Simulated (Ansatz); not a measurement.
Mulliken charges of ClF3H2MoO2, SMILES `[OH][Mo]([OH])([F])([F])([F])[Cl]` from B3LYP/def2-TZVPP in Ansatz (PBE0-D4/def2-TZVP geometry).

| atom | x (Å) | y (Å) | z (Å) | charge (e) |
| --- | --- | --- | --- | --- |
| O1 | -0.350 | -1.534 | 0.397 | -0.380 |
| Mo2 | 0.049 | 0.152 | -0.239 | 1.538 |
| O3 | 1.058 | 0.592 | 1.225 | -0.381 |
| F4 | -1.293 | -0.236 | -1.463 | -0.352 |
| F5 | 0.243 | 1.700 | -1.218 | -0.330 |
| F6 | -1.296 | 1.035 | 0.706 | -0.365 |
| Cl7 | 1.836 | -0.622 | -1.405 | -0.202 |
| H8 | -0.930 | -2.155 | -0.058 | 0.233 |
| H9 | 0.772 | 1.021 | 2.038 | 0.238 |

**Question.** By hand: the dipole of these point charges (1 e Å = 4.8032 D).

**Answer.** Σ q r = (0.249, -0.398, 0.429) e Å, of length 0.636 e Å = 3.05 D.

**Question.** How does the dipole of the full density compare? (An estimate is asked.)

**Answer.** Computed: (0.078, -0.364, 0.493) e Å, 2.97 D; the point charges give 1.03 times that, at 17° from its direction.

Point charges leave out the atoms' own dipoles, such as those of lone pairs, and Mulliken's split depends on the basis, so the close match here is no proof of good charges.

B3LYP here is the variant with VWN-RPA as its local correlation; programs differ in this.
